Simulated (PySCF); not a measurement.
**Radial density of As (arsenic, neutral)**

r2SCAN, [Ar] 3d10 4s2 4p2 4d1, one real determinant (an excited configuration). Calculation: PySCF 2.14, in dyall-av3z (24s17p11d2f, 144 functions); the spin-free X2C one-electron Hamiltonian (Gaussian nucleus).

```json
{"r (bohr)": "0.000798", "4πr²ρ (e/bohr)": "0.3156", "4πr²(ρα − ρβ)": "0.0000"}
{"r (bohr)": "0.00134", "4πr²ρ (e/bohr)": "0.7883", "4πr²(ρα − ρβ)": "0.0000"}
{"r (bohr)": "0.00226", "4πr²ρ (e/bohr)": "1.928", "4πr²(ρα − ρβ)": "0.0000"}
{"r (bohr)": "0.00380", "4πr²ρ (e/bohr)": "4.548", "4πr²(ρα − ρβ)": "-0.0001"}
{"r (bohr)": "0.00639", "4πr²ρ (e/bohr)": "10.07", "4πr²(ρα − ρβ)": "-0.0002"}
{"r (bohr)": "0.0107", "4πr²ρ (e/bohr)": "20.01", "4πr²(ρα − ρβ)": "-0.0002"}
{"r (bohr)": "0.0181", "4πr²ρ (e/bohr)": "33.10", "4πr²(ρα − ρβ)": "0.0008"}
{"r (bohr)": "0.0304", "4πr²ρ (e/bohr)": "40.77", "4πr²(ρα − ρβ)": "0.0067"}
{"r (bohr)": "0.0511", "4πr²ρ (e/bohr)": "35.32", "4πr²(ρα − ρβ)": "0.0277"}
{"r (bohr)": "0.0860", "4πr²ρ (e/bohr)": "35.88", "4πr²(ρα − ρβ)": "0.0633"}
{"r (bohr)": "0.145", "4πr²ρ (e/bohr)": "47.74", "4πr²(ρα − ρβ)": "0.0425"}
{"r (bohr)": "0.243", "4πr²ρ (e/bohr)": "29.63", "4πr²(ρα − ρβ)": "-0.0036"}
{"r (bohr)": "0.409", "4πr²ρ (e/bohr)": "28.64", "4πr²(ρα − ρβ)": "0.1544"}
{"r (bohr)": "0.688", "4πr²ρ (e/bohr)": "22.89", "4πr²(ρα − ρβ)": "0.0036"}
{"r (bohr)": "1.16", "4πr²ρ (e/bohr)": "5.525", "4πr²(ρα − ρβ)": "0.3615"}
{"r (bohr)": "1.95", "4πr²ρ (e/bohr)": "2.421", "4πr²(ρα − ρβ)": "1.0767"}
{"r (bohr)": "3.28", "4πr²ρ (e/bohr)": "0.7320", "4πr²(ρα − ρβ)": "0.5665"}
{"r (bohr)": "5.51", "4πr²ρ (e/bohr)": "0.2381", "4πr²(ρα − ρβ)": "0.2362"}
{"r (bohr)": "9.27", "4πr²ρ (e/bohr)": "0.004840", "4πr²(ρα − ρβ)": "0.0048"}
```

Densities and radii are taken from the X2C orbitals without a picture-change correction, which distorts them close to the nucleus.

⟨L²⟩ = 7.96 against 12 for a pure F term, so this real determinant mixes terms. The outer electron is Rydberg-like, and this basis confines it to a smaller radius and binds it less than a complete one would. At r2SCAN the highest occupied level has a positive energy, so only the finite basis holds that electron; for this excited configuration the basis is too tight for the outer shell.

(1) Where is the radial spin density 4πr²(ρα − ρβ) most negative, and why is it negative at all?

Results:

(1) Around r = 0.243 bohr, down to -0.0036 e/bohr: exchange with the open shell polarises the paired shells in an unrestricted calculation.
